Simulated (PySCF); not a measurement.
# Polarisability and C₆ of I²⁺ (iodine, charge +2)

[Kr] 4d10 5s2 5p3, high-spin 4S determinant. Calculation: PySCF 2.14, in aug-cc-pVTZ-PP with ECP28MDF; a scalar-relativistic core potential. Coupled (time-dependent) response in atomic units; α is the mean over directions.

```json
{"method": "UHF", "mean α (bohr³)": "14.04", "C₆ (like pair)": "94.55", "S(−4)": "39.42"}
{"method": "PBE", "mean α (bohr³)": "13.77", "C₆ (like pair)": "92.34", "S(−4)": "37.05"}
{"method": "PBE0", "mean α (bohr³)": "13.73", "C₆ (like pair)": "92.01", "S(−4)": "36.65"}
{"method": "BP86", "mean α (bohr³)": "13.72", "C₆ (like pair)": "91.87", "S(−4)": "36.71"}
```

S(−4) is the Cauchy moment in α(ω) = α(0) + S(−4) ω² + …

α(iu) at BP86:

```csv
u (hartree),α(iu) (bohr³)
0,13.72
0.0500,13.63
0.100,13.37
0.200,12.41
0.300,11.10
0.500,8.393
0.750,5.809
1.00,4.159
1.50,2.423
2.00,1.604
3.00,0.8717
5.00,0.3796
```

For an ion, C₆ is the dispersion term alone; charge-induced terms of lower order in 1/R come first.

Energies and moments cover only the electrons outside the core potential.
